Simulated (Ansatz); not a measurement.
`C[NH][GeH2][CH3]` + SiH₄ → `C[NH][GeH2][SiH3]` + CH₄  (formal exchange of groups at a Ge–C bond)

Program: Ansatz. Geometries: PBE0-D4/def2-TZVP. ΔE: electronic, gas phase. CBS: MP2 limit from def2 TZ/QZ plus the TZ coupled-cluster correction, frozen cores. This one scheme is used for every species. DFT in def2-TZVPP. B3LYP here is the variant with VWN-RPA as its local correlation; programs differ in this. For Ge outer-core shells are correlated without core-valence functions, which leaves a few kJ/mol of doubt a bond. Scalar relativity is left out up to krypton. Each species was taken in one conformer, which may not be the lowest.

`C[NH][GeH2][CH3]`:

Z-matrix (Å, degrees):
```
C
N 1 1.449
H 1 1.094 2 110.4
H 1 1.094 2 109.5 3 117.3
H 1 1.101 2 115.0 3 -121.9
Ge 2 1.841 1 118.7 3 -168.8
H 2 1.010 1 111.9 3 56.3
C 6 1.958 2 113.8 1 -56.9
H 6 1.542 2 106.2 1 63.2
H 6 1.540 2 106.2 1 -178.6
H 8 1.091 6 110.5 2 -61.8
H 8 1.092 6 110.3 2 178.2
H 8 1.091 6 110.4 2 58.4
```

SiH₄:

Cartesian coordinates in Å:
```
Si 0.000 0.000 0.000
H 0.262 -1.122 -0.936
H 0.833 -0.167 1.217
H -1.435 0.004 0.379
H 0.341 1.285 -0.661
```

`C[NH][GeH2][SiH3]`:

```xyz
13

C     1.561   -0.546   -1.068
N     1.051    0.771   -0.737
Ge    0.026    0.940    0.789
Si   -1.937   -0.436    0.792
H     0.795   -1.283   -1.351
H     2.276   -0.476   -1.893
H     2.104   -0.953   -0.211
H     0.627    1.216   -1.539
H    -0.357    2.428    0.894
H     0.944    0.548    1.964
H    -1.574   -1.864    0.579
H    -2.852   -0.019   -0.305
H    -2.665   -0.326    2.086
```

CH₄:

Cartesian coordinates in Å:
```
C 0.000 0.000 0.000
H -0.249 0.790 -0.708
H -0.546 0.160 0.929
H 1.071 0.016 0.200
H -0.276 -0.966 -0.422
```

| level | ΔE (kJ/mol) | difference from CCSD(T)/CBS |
| --- | --- | --- |
| PBE0-D4 | -37.2 | -9.7 |
| B3LYP-D4 | -33.2 | -5.7 |
| ωB97M-V | -26.4 | 1.1 |
| PBE | -39.8 | -12.3 |
| r2SCAN | -35.0 | -7.5 |
| HF/def2-TZVPP | -17.9 | 9.6 |
| HF/def2-QZVPP | -17.7 | 9.8 |
| MP2/def2-QZVPP | -22.7 | 4.8 |
| SCS-MP2/def2-QZVPP | -20.7 | 6.8 |
| CCSD/CBS(def2) | -26.3 | 1.2 |
| CCSD(T)/CBS | -27.5 | 0 |

Largest T1 diagnostic among the species: 0.012.

In def2-TZVPP, CCSD(T) changes the Hartree–Fock value by −6.6 kJ/mol (the triples alone add −1.3 kJ/mol) and MP2 by −3.1 kJ/mol. From PBE to PBE0 (25 % exact exchange), in def2-TZVPP and without D4, ΔE moves by +4.1 kJ/mol.
